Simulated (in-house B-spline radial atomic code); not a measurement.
A radial electron density 4πr²n(r) was computed for an atom or ion in its tabulated ground configuration with an all-electron radial atomic-structure program (B-spline basis); method: non-relativistic BHandHLYP, spin-polarised, spherical fractional occupations. Columns: r (bohr), 4πr²n(r) (electrons per bohr), bar.

```
 0.00299   0.4555 #
 0.00355   0.6285 #
 0.00423   0.8696 ##
 0.00503    1.193 ##
 0.00599    1.631 ###
 0.00712    2.208 ####
 0.00848    2.974 ######
  0.0101    3.967 ########
   0.012    5.211 ##########
  0.0143    6.782 #############
   0.017    8.654 #################
  0.0202    10.83 ######################
  0.0241     13.3 ##########################
  0.0286    15.82 ###############################
  0.0341     18.3 ####################################
  0.0405    20.35 ########################################
  0.0482    21.72 ###########################################
  0.0574    22.08 ############################################
  0.0683    21.34 ##########################################
  0.0812    19.66 #######################################
  0.0967    17.54 ###################################
   0.115    15.81 ###############################
   0.137    15.24 ##############################
   0.163    16.26 ################################
   0.194    18.55 #####################################
   0.231       21 ##########################################
   0.274    22.15 ############################################
   0.326    20.96 ##########################################
   0.388    17.31 ##################################
   0.462    12.22 ########################
    0.55    7.352 ###############
   0.654    3.968 ########
   0.778    2.259 ####
   0.926      1.6 ###
     1.1    1.224 ##
    1.31   0.7843 ##
    1.56   0.3703 #
    1.86   0.1193 
    2.21   0.0256 
    2.63 0.003298 
    3.13 0.0002357 
    3.72 8.783e-06
```

**Question.** Which atom or ion is it?
A. K8+
B. K7+
C. Ca8+
D. Cl8+

**Answer.** A. The area under the curve, ∫4πr²n dr = ∫r·4πr²n d(ln r) on this logarithmic grid, is 11 electrons, which only this option has. The configuration is [Ne] 3s1.
